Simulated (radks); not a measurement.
Q: Radial electron density D(r) = 4 pi r^2 rho(r) of an atom or ion with 20 electrons. Calculated with a radial shooting solver on a logarithmic mesh with Libxc functionals: Dirac Kohn-Sham, PBEsol, spin-unpolarised, spherical densities, finite nucleus; Fermi nuclear charge, rms radius of each element as measured or else 0.836 A^(1/3) + 0.57 fm.

```
   r/bohr * D(r) (the largest magnitude, 26.3, reaches the edge; | marks zero)
 0.004662 |  *
 0.006472 |    *
 0.008984 |        *
  0.01247 |               *
  0.01745 |                        *
  0.02423 |                                  *
  0.03363 |                                             *
  0.04669 |                                                   *
  0.06533 |                                                *
  0.09069 |                                        *
   0.1259 |                                      *
   0.1762 |                                               *
   0.2446 |                                                      *
   0.3395 |                                         *
   0.4713 |                    *
   0.6595 |              *
   0.9155 |                  *
    1.271 |             *
    1.764 |    *
    2.469 |*
    3.427 *
    4.758 *
    6.604 *
    9.242 *
    12.83 *
    17.81 *
    24.92 *
     34.6 *
    48.03 *
```

What is the nuclear charge?

A: Z = 21. The innermost maximum, from 1s, lies near gamma/Z bohr with gamma = sqrt(1 - (Z/c)^2) = 0.988, here 0.0471 bohr (found: 0.0502), and its height grows with Z. The density is that of the scandium ion Sc+ in [Ar] 3d1 7d1; the configuration itself is not fixed sharply by these data, and Z only to about a unit. D(r) has 6 maxima, at r = 0.0502, 0.239, 0.938, 8.74, 16.3, 30.0 bohr, and minima at 0.115, 0.614 bohr, inside which lie 2.14, 10.41 electrons.
